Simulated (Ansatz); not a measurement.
Geometry optimisation, RKS B3LYP/6-31G* (Ansatz).

input.yaml

```yaml
crystal:
  periodic: [false, false, false]
  atoms:
    - { symbol: B, position_ang: [0.158152, -0.504939, -0.483511] }
    - { symbol: H, position_ang: [-0.223649, -0.033316, 1.841464] }
    - { symbol: Cl, position_ang: [1.509247, 0.658608, -0.685816] }
    - { symbol: C, position_ang: [-1.296983, -0.049022, -0.860324] }
    - { symbol: H, position_ang: [-2.08276, -0.752284, -0.565031] }
    - { symbol: H, position_ang: [-1.52235, 0.924673, -0.411292] }
    - { symbol: H, position_ang: [-1.367213, 0.094832, -1.947442] }
    - { symbol: O, position_ang: [0.559532, -1.75529, -0.072817] }
    - { symbol: C, position_ang: [-0.338464, -2.848388, 0.095028] }
    - { symbol: H, position_ang: [0.245861, -3.766971, 0.002123] }
    - { symbol: H, position_ang: [-0.791721, -2.81601, 1.093852] }
    - { symbol: H, position_ang: [-1.133041, -2.851743, -0.657794] }
    - { symbol: H, position_ang: [0.08519, -0.668647, 1.80636] }
basis:
  gaussian: { orbitals: "6-31G*" }
hamiltonian:
  xc: b3lyp
relax:
  f_tol: 0.03
  max_steps: 50
output:
  orbitals: {}
```

Command:

```bash
$ ansatz run input.yaml --threads 2 --pin off --max-ram 3072MiB --backend cpu --events-out ev --progress --plain --runs-dir out
```

Question: Where does it end, and by what steps?

Answer: The forces met the threshold. The force dipped under the threshold on the way, but the program's further checks kept it going. After 37 steps the energy has fallen by 0.283 eV; H2 moved furthest, 2.54 Å.

| step | energy less start (eV) | largest force component (eV/Å) | accepted |
| --- | --- | --- | --- |
| 0 | 0.0000 | 1.315 | yes |
| 2 | -0.2105 | 0.209 | yes |
| 4 | -0.2455 | 0.251 | yes |
| 6 | -0.2540 | 0.165 | yes |
| 8 | -0.2579 | 0.057 | yes |
| 10 | -0.2408 | 0.911 | no |
| 12 | -0.2611 | 0.171 | yes |
| 14 | -0.2632 | 0.041 | yes |
| 16 | -0.2651 | 0.218 | yes |
| 18 | -0.2677 | 0.060 | yes |
| 20 | -0.2702 | 0.076 | yes |
| 22 | -0.2725 | 0.068 | yes |
| 24 | -0.2743 | 0.170 | yes |
| 26 | -0.2761 | 0.088 | yes |
| 28 | -0.2780 | 0.173 | yes |
| 30 | -0.2791 | 0.161 | yes |
| 32 | -0.2804 | 0.078 | no |
| 34 | -0.2817 | 0.021 | yes |
| 36 | -0.2830 | 0.051 | yes |
| 37 | -0.2834 | 0.022 | yes |

```xyz
13
Properties=species:S:1:pos:R:3
B -0.199 -0.263 -0.590
H 1.370 -1.245 3.407
Cl 0.905 1.148 -0.455
C -1.357 -0.210 -1.653
H -2.010 -1.089 -1.653
H -1.979 0.678 -1.490
H -0.936 -0.100 -2.661
O 0.077 -1.272 0.260
C -0.676 -2.485 0.305
H -0.179 -3.145 1.019
H -1.700 -2.296 0.644
H -0.704 -2.972 -0.676
H 1.190 -1.118 2.697
```

Whether the end is a true minimum wasn't checked by a vibrational analysis.

Run time: 2.4 min on 2 threads of AMD EPYC 7R43 64-Core Processor (Zen 3) (shared host), peak memory 0.21 GiB.
